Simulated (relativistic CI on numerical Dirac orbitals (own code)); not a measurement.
Energy levels of Sr4+

Method of calculation: Dirac-Coulomb-Breit CI, KLI orbitals optimised for each configuration, a model potential for QED, valence Slater integrals scaled by 0.85, configuration energies shifted to the measured levels that pair with them (semi-empirical) (own radial code, finite nucleus).

CI space (outside the closed core [Ar] 3d10): 4s²4p⁴, 4s4p⁵, 4s²4p³4d, 4s²4p³5s, 4s²4p³5p, 4p⁶, 4s²4p²4d², 4s²4p³4f, 4s4p⁴4d, 4s4p⁴4f, 4s²4p²4f², 4p⁴4d², 4s²4p³5d, 4s²4p³6s, 4s²4p³6p, 4s²4p³5f, 4p⁵4d, 4s²4p³6d, 4s²4p³5g, 4s4p⁴5s, 4s4p³4d², 4s²4p²4d4f, 4s²4p³6f, 4s4p⁴5p, 4s²4p²4d5s, 4p⁴4f², 4s4p⁴5d, 4s4p³5s5p, 4s4p⁴6s, 4s4p³4d4f. Levels of other configurations are missing.

The lowest level is 4s²4p⁴ ³P2, with 91 % of that term; Hund's rules for 4s²4p⁴ give ³P with J = 2, in agreement.

```csv
No.,Configuration,Term,J,E (cm⁻¹),%,Landé g,jj configuration (%)
1,4s²4p⁴,³P,2,0,91,1.468,4p3/2^2 (86)
2,4s²4p⁴,³P,1,8179,97,1.501,4p1/2 4p3/2^3 (97)
3,4s²4p⁴,³P,0,8436,88,,4p3/2^2 (62)
4,4s²4p⁴,¹D,2,19761,91,1.033,4p1/2 4p3/2^3 (85)
5,4s²4p⁴,¹S,0,41711,87,,4p3/2^4 (62)
6,4s4p⁵,³P°,2,154079,82,1.501,4s 4p3/2^3 (82)
7,4s4p⁵,³P°,1,159970,80,1.491,4s 4p1/2 4p3/2^4 (44)
8,4s4p⁵,³P°,0,163865,81,,4s 4p1/2 4p3/2^4 (81)
9,4s4p⁵,¹P°,1,193774,56,1.008,4s 4p3/2^3 (29)
10,4p³(4S°)4d,⁵D°,0,202133,95,,4p1/2 4p3/2^2 4d3/2 (47)
11,4p³(4S°)4d,⁵D°,1,202267,96,1.494,4p1/2 4p3/2^2 4d3/2 (49)
12,4p³(4S°)4d,⁵D°,2,202319,94,1.486,4p1/2 4p3/2^2 4d3/2 (37)
13,4p³(4S°)4d,⁵D°,3,202392,93,1.486,4p1/2 4p3/2^2 4d3/2 (24)
14,4p³(4S°)4d,⁵D°,4,202892,95,1.491,4p1/2 4p3/2^2 4d5/2 (50)
15,4p³(4S°)4d,³D°,2,213490,74,1.094,4p3/2 4d5/2 (45)
16,4p³(2D°)4d,³D°,3,215692,88,1.320,4p1/2 4p3/2^2 4d5/2 (71)
17,4p³(4S°)4d,³D°,1,216462,96,0.512,4p1/2 4p3/2^2 4d5/2 (47)
18,4p³(2D°)4d,³F°,2,220770,79,0.762,4p1/2 4p3/2^2 4d3/2 (69)
19,4p³(2D°)4d,¹S°,0,220965,94,,4p1/2 4p3/2^2 4d5/2 (49)
20,4p³(2D°)4d,³F°,3,222632,87,1.095,4p1/2 4p3/2^2 4d3/2 (61)
21,4p³(2D°)4d,³F°,4,225099,89,1.237,4p1/2 4p3/2^2 4d5/2 (72)
22,4p³(2D°)4d,³G°,3,230643,86,0.791,4p1/2 4p3/2^2 4d3/2 (35)
23,4p³(2D°)4d,³G°,4,231531,76,1.088,4p1/2 4p3/2^2 4d5/2 (43)
24,4p³(2D°)4d,³G°,5,233337,98,1.200,4p1/2 4p3/2^2 4d5/2 (98)
25,4p³(2D°)4d,¹G°,4,235330,84,1.018,4p1/2 4p3/2^2 4d3/2 (67)
26,4p³(2P°)4d,¹D°,2,241081,78,1.013,4p1/2 4p3/2^2 4d3/2 (40)
27,4p³(2P°)4d,³D°,1,241715,95,0.513,4p3/2 4d3/2 (32)
28,4p³(2P°)4d,³P°,0,244815,92,,4p3/2 4d3/2 (43)
29,4p³(2P°)4d,³P°,1,246305,91,1.492,4p3/2 4d5/2 (27)
30,4p³(2P°)4d,³D°,2,246578,89,1.158,4p1/2 4p3/2^2 4d5/2 (59)
31,4p³(2P°)4d,³F°,3,249951,85,1.079,4p1/2 4p3/2^2 4d5/2 (48)
32,4p³(2P°)4d,³F°,2,250669,87,0.744,4p1/2 4p3/2^2 4d3/2 (47)
33,4p³(2P°)4d,³D°,3,251326,78,1.273,4p1/2 4p3/2^2 4d5/2 (51)
34,4p³(2P°)4d,³F°,4,251580,80,1.217,4p3/2^3 4d5/2 (70)
35,4p³(2P°)4d,³P°,2,253684,82,1.415,4p3/2^3 4d5/2 (59)
36,4p³(2P°)4d,¹F°,3,264066,79,1.045,4p3/2^3 4d5/2 (55)
37,4p³(4S°)5s,⁵S°,2,264978,92,1.962,4p1/2 4p3/2^2 5s (46)
38,4p³(2D°)4d,³P°,2,266557,74,1.499,4p1/2 4p3/2^2 4d3/2 (33)
39,4p³(2D°)4d,³S°,1,266671,53,1.698,4p1/2 4p3/2^2 4d3/2 (76)
40,4p³(2D°)4d,³S°,1,268726,31,1.445,4p1/2 4p3/2^2 4d5/2 (58)
41,4p³(2P°)4d,³D°,3,271709,87,1.309,4p3/2 4d5/2 (47)
42,4p³(4S°)5s,³S°,1,274120,46,1.585,4p1/2 4p3/2^2 5s (21)
43,4p³(4S°)5s,³S°,1,275147,38,1.679,4p3/2 5s (19)
44,4p³(2D°)4d,³P°,0,275169,79,,4p3/2^3 4d3/2 (50)
45,4p³(2P°)4d,³D°,2,277242,79,1.162,4p1/2 4p3/2^2 4d5/2 (55)
46,4p³(2P°)4d,³D°,1,280327,88,0.538,4p1/2 4p3/2^2 4d3/2 (33)
47,4p³(2D°)4d,¹D°,2,286741,81,1.025,4p1/2 4p3/2^2 4d5/2 (41)
48,4p³(2D°)5s,³D°,1,288780,86,0.618,4p1/2 4p3/2^2 5s (56)
49,4p³(2D°)5s,³D°,2,289097,77,1.205,4p1/2 4p3/2^2 5s (54)
50,4p³(2D°)5s,³D°,3,291650,97,1.327,4p1/2 4p3/2^2 5s (97)
51,4p³(2D°)4d,¹F°,3,291746,86,1.026,4p1/2 4p3/2^2 4d5/2 (45)
52,4p³(2D°)5s,¹D°,2,295135,83,1.040,4p1/2 4p3/2^2 5s (92)
53,4p³(2P°)4d,¹P°,1,306203,74,1.031,4p3/2^3 4d5/2 (38)
54,4p³(2P°)5s,³P°,0,306639,98,,4p1/2 4p3/2^2 5s (98)
55,4p³(2P°)5s,³P°,1,307807,76,1.383,4p1/2 4p3/2^2 5s (76)
56,4p³(2P°)5s,³P°,2,311884,79,1.439,4p3/2^3 5s (84)
57,4p³(4S°)5p,⁵P,1,313418,91,2.423,4p1/2 4p3/2^2 5p1/2 (44)
58,4p³(4S°)5p,⁵P,2,313854,85,1.779,4p1/2 4p3/2^2 5p1/2 (34)
59,4p³(2P°)5s,¹P°,1,315155,77,1.015,4p3/2^3 5s (74)
60,4p³(4S°)5p,⁵P,3,315677,95,1.652,4p1/2 4p3/2^2 5p3/2 (47)
61,4p³(4S°)5p,³P,1,319930,85,1.491,4p3/2 5p3/2 (54)
62,4p³(4S°)5p,³P,2,321239,85,1.514,4p1/2 4p3/2^2 5p3/2 (47)
63,4p³(4S°)5p,³P,0,321688,98,,4p1/2 4p3/2^2 5p3/2 (72)
64,4p³(2D°)5p,³D,1,331974,44,0.858,4p1/2 4p3/2^2 5p1/2 (48)
65,4p³(2D°)5p,³D,2,335066,50,0.972,4p1/2 4p3/2^2 5p1/2 (59)
66,4p⁶‡,¹S,0,336128,56,,closed (56)
67,4p³(2D°)5p,³F,3,337321,63,1.174,4p1/2 4p3/2^2 5p1/2 (48)
68,4p³(2D°)5p,³D,2,337345,44,0.962,4p1/2 4p3/2^2 5p3/2 (37)
69,4p³(2D°)5p,³D,1,338210,48,0.790,4p1/2 4p3/2^2 5p3/2 (70)
70,4p³(2D°)5p,¹F,3,339461,50,1.157,4p1/2 4p3/2^2 5p3/2 (35)
```

Energies count from the lowest computed level; ° marks odd parity. Percentages are summed over parent terms; the parents shown are those of the largest component, closed shells are left out there. Filled j subshells are mostly left out of the jj labels. ‡ marks configurations that were not tied to measured data.

The mean weight of the leading LS term, summed over parents, in these 70 levels is 80 %, and that of the leading jj configuration (from the same eigenvectors) 55 %, so LS coupling describes them better.

Configurations whose levels could be paired with our table of measured levels were shifted onto them, all but the ground configuration, by the median error of their levels; single terms can still be off by 1,000 to 2,000 cm⁻¹ or more, and rates follow the energies as ν³ (E1, M1) or ν⁵ (E2). The others borrow a shift and can be off by several thousand cm⁻¹ or more. 58 of the 69 excited levels that our extract of the measured tables holds in this range could be paired (the sources list more); they are missed by 536 cm⁻¹ on average and 2340 at most, after the shifts were fitted to these levels, and levels without a partner can miss by more.

Landé's interval rule says that E(J) − E(J−1) = AJ with one A. For the ground term the intervals give A = -257.5, -4089.5 cm⁻¹ for J = 1, 2; the multiplet is inverted.

LS names give the leading component of a level, which can be under half, so a name can repeat, a term be missing and a line seem to break the LS rules.
